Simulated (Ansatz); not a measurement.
Molecule: CH$_{4}$BS$_{2}$, net charge 0, doublet state. It need not be the lowest isomer of its formula. SMILES: B(C)([S])S
Coordinates optimised at B3LYP-D3(BJ)/def2-TZVP (Ansatz, a first-principles code):
```
B
C 1 1.5807
H 2 1.0896 1 113.98
H 2 1.0934 3 108.14 1 -122.01
H 2 1.0934 3 108.14 4 -115.99
S 1 1.7713 2 119.28 3 0.00
S 1 1.8155 2 121.79 3 180.00
H 7 1.3445 1 96.56 2 0.00
```
Charge 0, spin multiplicity 2.

Parts of the frozen-core correlation energy in aug-cc-pV(D+d)Z (Ansatz, hartree). Frozen orbitals: 12; correlated occupied orbitals by spin: 12 and 11; virtual: 122 and 123. Open shells are spin-unrestricted. Spin-orbit coupling is left out. Non-relativistic.

```json
[
 {"term": "reference (HF)", "value": "-860.01498"},
 {"term": "MP2 opposite-spin", "value": "[?]"},
 {"term": "MP2 same-spin", "value": "[?]"},
 {"term": "CCSD correlation", "value": "-0.55093"},
 {"term": "(T)", "value": "[?]"},
 {"term": "T1 diagnostic", "value": "0.016"},
 {"term": "largest doubles amplitude", "value": "0.030"},
 {"term": "<S^2> of the reference", "value": "0.763"}
]
```

What belongs in the gaps?


- MP2 opposite-spin, value: -0.37373
- MP2 same-spin, value: -0.12131
- (T), value: -0.02091
